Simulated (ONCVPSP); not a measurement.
# Potentials for Sc compared

Generated with ld1.x 7.5 (TM, RRKJ, ultrasoft, PAW), atompaw 4.2 or ONCVPSP 4.0.1. The cutoff is in Ry: for ld1.x and atompaw files where the sum of valence levels is converged to 10 mRy in a Bessel basis, for ONCV files where the hardest occupied wave has 1 mHa per electron of residual kinetic energy. The error is the largest all-electron minus pseudo excitation energy over each file’s own four to seven test configurations (ionisations up to +4, promotions, holes and added fractions of an electron), all of which were solved. The labels leave out finer settings (local radius, basis sizes, second energies), which also bear on the numbers. Spin-polarised tests are not counted. The rows are a selection from randomly drawn settings: files with unsolved tests, undetermined cutoffs or missed reference levels are left out.

A true bound ghost makes a file unfit for plane-wave use even where its test errors are small: the radial tests pick states by their node count and pass the ghost by.

| potential | cutoff (Ry) | largest error (meV) | bound ghosts |
| --- | --- | --- | --- |
| ONCV, LDA (Perdew-Wang 92), fully relativistic, rc 3.10/2.90/2.55/3.20 (spdf), local smoothed, core correction no, reference 3d1 4s2, qcut 1.7/2.5/6.3/3, projectors 1/2/1/2 | 28 | +141 | none |
| ONCV, PBE, fully relativistic, rc 1.85/1.80/2.25 (spd), local smoothed, core correction yes, reference 3s2 3p6 3d1 4s0.5, qcut 8.2/6/6.8, projectors 2/1/3 | 36 | -0.9 | none |
| ONCV, LDA (Perdew-Zunger), scalar-relativistic, rc 2.10/1.65/2.55 (spd), local smoothed, core correction no, reference 3s2 3p6 3d1 4s1.75 4p0.25, qcut 6.6/7.5/6.8, projectors 2/2/2 | 35 | +192 | none |
| ONCV, LDA (Perdew-Zunger), scalar-relativistic, rc 1.50/1.35/2.00 (spd), local smoothed, core correction no, reference 3s2 3p6 3d1 4s2, qcut 7.3/11.8/8.7, projectors 2/2/2 | 62 | +64 | none |
| ONCV, LDA (Perdew-Wang 92), scalar-relativistic, rc 2.00/1.30/1.60 (spd), local smoothed, core correction yes, reference 3s2 3p6 3d1.5 4s1.5, qcut 7.5/9.9/9.4, projectors 3/1/2 | 62 | +54 | none |
| ONCV, LDA (Perdew-Wang 92), scalar-relativistic, rc 1.55/1.55/2.95 (spd), local smoothed, core correction no, reference 3s2 3p6 3d1 4s2, qcut 5.9/9.1/5.7, projectors 2/2/2 | 35 | +484 | none |
| ONCV, LDA (Perdew-Wang 92), scalar-relativistic, rc 2.60/2.25/2.25 (spd), local smoothed, core correction yes, reference 3d1 4s2, qcut 2.9/4.1/7.8, projectors 1/2/2 | 40 | -30 | p |
| ONCV, PBE, non-relativistic, rc 1.95/1.10/1.75 (spd), local smoothed, core correction yes, reference 3s2 3p6 3d1 4s1, qcut 5.7/9/8.5, projectors 2/3/2 | 59 | +47 | none |

(1) Fill in the row for Sc: ONCV, LDA (Perdew-Wang 92), scalar-relativistic, rc 1.34/1.70/2.36 (spd), local smoothed, core correction yes, reference 3s2 3p6 3d1 4s1.75 4p0.25, qcut 8.2/6.7/5.7, projectors 2/2/2.

Answers

(1) cutoff 51 Ry, largest error -0.7 meV, bound ghosts: none.
